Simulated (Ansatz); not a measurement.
cyclo-(F2GeSe)2 (Ge2Se2F4). Total charge 0; triplet. Geometry r2SCAN-D4/def2-SVP, that of the neutral singlet; atoms count from 1.

Cartesian coordinates in Å:
```
Ge 0.687 0.238 -1.280
F 1.863 -0.737 -2.080
F 0.520 1.568 -2.366
Se -1.333 -0.889 -0.880
Ge -0.686 -0.239 1.280
F -1.863 0.740 2.076
F -0.523 -1.566 2.370
Se 1.335 0.885 0.881
```

At PBE0-D4/def2-SVP a singlet of charge 0 lies 3.69 eV below the triplet at the same geometry.

**Question.** Estimate the Mulliken populations from the PBE0/def2-SVP orbitals of Ansatz.

**Answer.** 
| atom | charge (e) | spin (α − β) |
| --- | --- | --- |
| Ge1 | 0.87 | 0.14 |
| F2 | -0.37 | 0.02 |
| F3 | -0.37 | 0.02 |
| Se4 | -0.14 | 0.82 |
| Ge5 | 0.87 | 0.14 |
| F6 | -0.37 | 0.02 |
| F7 | -0.37 | 0.02 |
| Se8 | -0.14 | 0.82 |
Mulliken values and Mayer orders depend strongly on the basis.

**Question.** Where does the spin sit?

**Answer.** Summed by element: Ge 0.27, F 0.08, Se 1.65, of 2 unpaired in all. Largest on single atoms: Se4 0.82, Se8 0.82, Ge1 0.14.

**Question.** And the Mayer bond orders between bonded heavy atoms (over 0.3)?

**Answer.** Ge1–F2 0.97 (1.72 Å); Ge1–F3 0.97 (1.72 Å); Ge1–Se4 0.82 (2.35 Å); Ge1–Se8 0.82 (2.35 Å); Se4–Ge5 0.82 (2.35 Å); Ge5–F6 0.97 (1.72 Å); Ge5–F7 0.97 (1.72 Å); Ge5–Se8 0.82 (2.35 Å). Values over 0.3 also appear between atoms too far apart for a bond (Se4–Se8 0.49 at 3.66 Å); they arise where an orbital or an unpaired electron spreads over both atoms.
